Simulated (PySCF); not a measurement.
# I⁺ (iodine, charge +1) across methods

[Kr] 4d10 5s2 5p4, high-spin 3P determinant. All numbers are calculated (PySCF 2.14, no relativity, point nucleus, in dyall-av2z).

```
method  E (hartree)  mean ε 5s β (eV)  mean ε 5p α (eV)  mean ε 5p β (eV)  Σ⟨r²⟩ (bohr²)   ⟨S²⟩
r2SCAN     -6920.20           -23.958           -16.439           -14.783          51.82  2.004
   PBE     -6919.64           -23.848           -15.992           -14.492          51.78  2.002
  PBE0     -6919.83           -25.217           -17.318           -15.684          51.76  2.003
   UHF  -6917.62046           -28.063           -20.407           -18.229          52.38  2.009
  PW91     -6920.59           -23.930           -16.028           -14.546          51.73  2.002
revPBE     -6919.86           -23.713           -15.962           -14.444          51.75  2.002
 wB97X     -6920.33           -28.016           -19.582           -18.052          51.84  2.002
   LDA     -6914.36           -24.269           -16.089           -14.666          51.71  2.001
```

A non-relativistic calculation at this Z misses sizeable relativistic shifts.
